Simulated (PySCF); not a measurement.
C3H5ClOSi, SMILES C#CC[Si@@H](O)Cl. Geometry: PBE-D3(BJ)/def2-SVP. The structure was generated by enumeration; whether it is a known compound was not checked. Other conformers were not sampled.

Computed equilibrium geometry at PBE-D3(BJ)/def2-SVP (PySCF confirms it by a frequency run) as a Z-matrix (one conformer of several):
```
C
H 1 1.1127
H 1 1.1131 2 106.85
C 1 1.4526 2 111.31 3 -121.75
C 4 1.2234 2 152.56 1 174.30
H 5 1.0805 3 162.01 1 -177.58
Si 1 1.9008 2 108.70 3 115.41
O 7 1.6714 1 111.52 2 -64.01
H 8 0.9732 7 116.31 1 69.23
H 7 1.4900 8 106.00 9 -169.28
Cl 7 2.0840 10 110.00 8 -119.69
```
Charge 0, spin multiplicity 1.
